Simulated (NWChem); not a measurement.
ZrH₂Br₂; SMILES [Br][ZrH2][Br]

All runs: NWChem. Structure relaxed at the PBE0/def2-SVP level. No frequency run checked for a minimum. def2 effective core potentials on Zr; no spin-orbit coupling. Level PBE/def2-TZVP: single points from the atomic guess with DIIS by default; each run changes one setting, and all converged runs end within 0.3 mHa of each other. cgmin counts macro-iterations, each dearer than a DIIS step. NWChem's automatic level shift, which a small gap switches on, acted in some of these runs.

```csv
setting,SCF iterations
defaults,10
DIIS on 20 Fock matrices,9
quadratically convergent solver (cgmin),6
70 % damping for 30 cycles,33
"no DIIS, 40 % damping",30
core-Hamiltonian guess,28
```
